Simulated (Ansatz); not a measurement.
Input for Ansatz (a first-principles code): R-wB97X-V/def2-TZVPP on B2BeH8.

Ansatz 0.2 input:
```yaml
crystal:
  periodic: [false, false, false]
  atoms:
    - {symbol: Be, position_ang: [0.00000000, 0.00000000, -0.00000000]}
    - {symbol: B, position_ang: [0.00000012, -0.00000000, 1.71775132]}
    - {symbol: H, position_ang: [-0.00000029, -0.00000000, 2.89600428]}
    - {symbol: H, position_ang: [1.12809003, -0.00000000, 1.19719740]}
    - {symbol: H, position_ang: [-0.56404461, 0.97695447, 1.19719700]}
    - {symbol: H, position_ang: [-0.56404461, -0.97695447, 1.19719700]}
    - {symbol: B, position_ang: [-0.00000012, -0.00000000, -1.71775132]}
    - {symbol: H, position_ang: [0.00000029, -0.00000000, -2.89600428]}
    - {symbol: H, position_ang: [0.56404461, 0.97695447, -1.19719700]}
    - {symbol: H, position_ang: [-1.12809003, 0.00000000, -1.19719740]}
    - {symbol: H, position_ang: [0.56404461, -0.97695447, -1.19719700]}
basis:
  gaussian:
    orbitals: def2-TZVPP
hamiltonian:
  xc: {name: wB97X-V}
scf: {lower_state_search: off}
```

The log:

```
WARN ansatz: RAYON_NUM_THREADS=4 ignored (pool sized by the plan → 4); use --threads N
Functional definition: wB97X-V
these checks for a lower state are left out or cut short: stability, starts, cluster_reference, orbital_swaps, neighbouring_geometries, increment
integrals: 0.10 GiB planned
951 factors; their error is unknown
integrals: 0.14 GiB planned
323 factors; integrals over basis functions are off by at most 2.0e-5 eV
mean field: 1.04 GiB planned
mean field evaluation 1: about -1882.8906 eV, gradient 2.4e1 eV
mean field evaluation 2: about -1884.4528 eV, gradient 1.0e1 eV
mean field evaluation 4: about -1884.7522 eV, gradient 2.2e-1 eV
mean field evaluation 8: about -1884.7529 eV, gradient 3.5e-2 eV
mean field -1884.75294111 eV, -69.2633930543 hartree, gradient 5.7e-6 eV, S^2 0.000000; 0 other end points of the search recorded, 0 dependent functions left out
reference -1884.75293864 eV, -69.2633929638 hartree; 11, 11 occupied and 182, 182 virtual orbitals, 951 factors
Total energy: -1884.75293864 eV, -69.2633929638 hartree
Checks for a lower state left out: stability, starts, cluster_reference, orbital_swaps, neighbouring_geometries, increment
```

The calculation finished and met its thresholds.

Cost: around 8 core-seconds (rough).
